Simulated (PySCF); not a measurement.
## Radial density of Nb (niobium, neutral)

UHF, [Kr] 4d3 5s1 6s1, high-spin 6F determinant (an excited configuration). All numbers are calculated (PySCF 2.14, scalar relativity through the core potential, in aug-cc-pwCVTZ-PP with ECP28MDF). This is the valence pseudo-density: the core potential removes the inner electrons and smooths the orbitals near the nucleus.

| r (bohr) | 4πr²ρ (e/bohr) | 4πr²(ρα − ρβ) |
| --- | --- | --- |
| 0.0366 | 1.727e-05 | 0.0000 |
| 0.0616 | 4.487e-05 | 0.0000 |
| 0.104 | 0.0001662 | 0.0000 |
| 0.174 | 0.001393 | 0.0003 |
| 0.293 | 0.02285 | 0.0044 |
| 0.493 | 0.6395 | 0.0750 |
| 0.829 | 6.775 | 0.7070 |
| 1.39 | 7.973 | 1.7399 |
| 2.35 | 1.914 | 1.3338 |
| 3.95 | 0.3764 | 0.3731 |
| 6.64 | 0.1127 | 0.1127 |
| 11.2 | 0.1077 | 0.1077 |
| 18.8 | 0.001863 | 0.0019 |

Energies and moments cover only the electrons outside the core potential. The outer electron is Rydberg-like, and this basis confines it to a smaller radius and binds it less than a complete one would.
